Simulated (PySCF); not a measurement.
Ligands exchanged one at a time, Ge Cl-SH. Isolated molecules, 0 K electronic values unless said otherwise. One relaxed conformer stands for each flexible species; it need not be the lowest. Strings in code marks are SMILES.

Calculation: PySCF with PBE-D3(BJ)/def2-TZVP // PBE0-D3(BJ)/def2-TZVP. 

```
species                                                  HOMO (eV)  S1 oscillator strength
-------------------------------------------------------  ---------  ----------------------
0 of 4 Cl replaced by SH (`[Ge]([Cl])([Cl])([Cl])[Cl]`)      -8.20                   0.000
2 of 4 Cl replaced by SH                                     -6.87                   0.007
3 of 4 Cl replaced by SH (`[SH][Ge]([SH])([SH])[Cl]`)        -6.52                   0.009
4 of 4 Cl replaced by SH                                     -6.20                   0.000
```
